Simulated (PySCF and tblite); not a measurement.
The numbers below are computed, except where a source is named.
**Barrier and rate of a pyramidal inversion**

System: C2H5FP2Si2, numbered as in [CH:1]#[C:2][Si:3]1([F:4])[PH:5][SiH2:6][PH:7]1.

Motion: pyramidal inversion at P5. The path came from a restrained scan, a climbing-image band and a saddle search at GFN2-xTB; energies are CAM-B3LYP/pcSseg-1 + D3(BJ)//GFN2-xTB, thermal terms GFN2-xTB. Rates follow Eyring's equation with the number of equivalent paths and no tunnelling. Programs: tblite and PySCF.

```csv
point,symmetry,E(GFN2) kcal/mol,E(DFT) kcal/mol,ZPE change kcal/mol,lowest mode cm⁻¹,dipole D
start,Cs,0.0,0.0,0.00,29,3.42
saddle,C1,18.0,14.8,-0.70,498i,2.75
end,C1,0.6,-0.1,-0.03,29,2.02
```

```
Electronic barrier                                      : 14.8 kcal/mol
Barrier with zero-point energy                          : 14.1 kcal/mol
ΔH‡ (298 K)                                             : 13.9 kcal/mol
ΔS‡ (298 K, symmetry apart)                             : -1.2 cal/(mol K)
Paths                                                   : 2 equivalent paths
End point                                               : a different minimum
Mean lifetime of the start against this motion at 298 K : 2.3 ms
Cost                                                    : 4.2 min on 1 thread of Intel Xeon @ 2.50GHz, shared host (rough), peak memory 0.94 GiB, launched as `OMP_NUM_THREADS=1 python ens_run.py task.json out`
```

```csv
T/K,ΔG‡ kcal/mol,k s⁻¹,ΔG kcal/mol,k back s⁻¹
150,14.2,1.5×10⁻⁸,-0.1,4.7×10⁻⁹
200,14.2,0.0026,-0.1,0.00091
250,14.2,3.8,-0.1,1.4
298,14.3,430,-0.1,166
350,14.3,1.7×10⁴,-0.2,6610
400,14.4,2.3×10⁵,-0.2,9.4×10⁴
500,14.5,9.4×10⁶,-0.2,4×10⁶
```

ΔG and ΔG‡ leave out symmetry numbers and mirror images; rates count paths: 2 out, 1 back.
